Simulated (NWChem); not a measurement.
System: Si₂H₄OF₂; SMILES O[Si@@H](F)[SiH2]F

```xyz
9

O     -1.1425    -1.7207    -0.3348
Si     0.0359    -0.8318     0.4119
F      1.5068    -1.4073     0.0160
Si    -0.2189     1.3197    -0.4740
F      0.8329     2.3167     0.2770
H     -1.2890    -2.6284    -0.0508
H     -0.0479    -0.9383     1.8975
H      0.0733     1.3359    -1.9362
H     -1.5976     1.8348    -0.2294
```
Atoms are numbered in this order, from 1.

All runs: NWChem. The geometry was optimised at PBE0/def2-SVP. Atomic charges in e: unrestrained fits to the electrostatic potential beside Mulliken populations; buried atoms are poorly determined by the fit.

### Question
What does the run give for B3LYP/def2-SVP? Quantities: ESP O1; Mulliken O1; ESP Si2; Mulliken Si2; ESP F3; Mulliken F3; ESP Si4; Mulliken Si4; ESP F5; Mulliken F5; relative RMS misfit of the potential (%).

### Answer
```json
{
 "ESP O1": "-0.70",
 "Mulliken O1": "-0.39",
 "ESP Si2": "0.73",
 "Mulliken Si2": "0.68",
 "ESP F3": "-0.32",
 "Mulliken F3": "-0.34",
 "ESP Si4": "0.53",
 "Mulliken Si4": "0.54",
 "ESP F5": "-0.31",
 "Mulliken F5": "-0.35",
 "relative RMS misfit of the potential (%)": "24"
}
```
